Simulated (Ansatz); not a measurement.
`CB(F)BCl` + H₂ → `CBF` + `BCl` at 500 K and 1 bar (hydrogenolysis of a B–B bond).

Computed with Ansatz on PBE0-D4/def2-TZVP structures; ΔE is electronic, products minus reactants. CBS: MP2 limit from def2 TZ/QZ plus the TZ coupled-cluster correction, frozen cores. This one scheme is used for every species. Each species was taken in one conformer, which may not be the lowest.

```tsv
species	CCSD(T)/CBS energy (Eh)	H − E (kJ/mol)	S (J/(mol·K))
`CB(F)BCl`	-649.69946	191.6	409.5
H₂	-1.17544	41.0	145.5
`CBF`	-165.10297	162.8	311.9
`BCl`	-485.78909	75.1	258.0
```

H − E and S are ideal-gas, rigid-rotor, harmonic terms from PBE0-D4/def2-TZVP, for one conformer and one mirror image of each species. The MP2-based limit puts H₂ 0.8 mEh under its directly extrapolated value; such offsets cancel only in part. 1 Eh = 2625.50 kJ/mol, R = 8.31446 J/(mol·K).

Task: By hand: ΔE, ΔH, ΔS and ΔG.

Result: ΔE = (-165.10297) + (-485.78909) − (-649.69946) − (-1.17544) = -0.01716 Eh = -45.1 kJ/mol. Δ(H − E) = 162.8 + 75.1 − 191.6 − 41.0 = 5.3, so ΔH = -39.8 kJ/mol. ΔS = 311.9 + 258.0 − 409.5 − 145.5 = 14.9 J/(mol·K). ΔG = -39.8 − 500 × (14.9)/1000 = -47.2 kJ/mol.

Task: By hand: the equilibrium constant, and the temperature at which ΔG would vanish if ΔH and ΔS stayed fixed.

Result: log₁₀ K = −ΔG/(RT ln 10) = 4.9. ΔH and −TΔS have one sign here, so there is no such temperature.

The number of gas molecules stays the same, so ΔS is small and ΔH decides. A doubt of 5 kJ/mol in ΔE shifts log₁₀ K by 0.5 here. Other conformers and mirror images would add mixing entropy, several J/(mol·K) or more a flexible species. Modes under 60 cm⁻¹, often nearly free rotors, make the harmonic entropy too high. These are equilibria of isolated gas molecules and say nothing of rates. Largest T1 diagnostic: 0.013 (customary marks: 0.02 for closed shells, 0.045 for open ones).
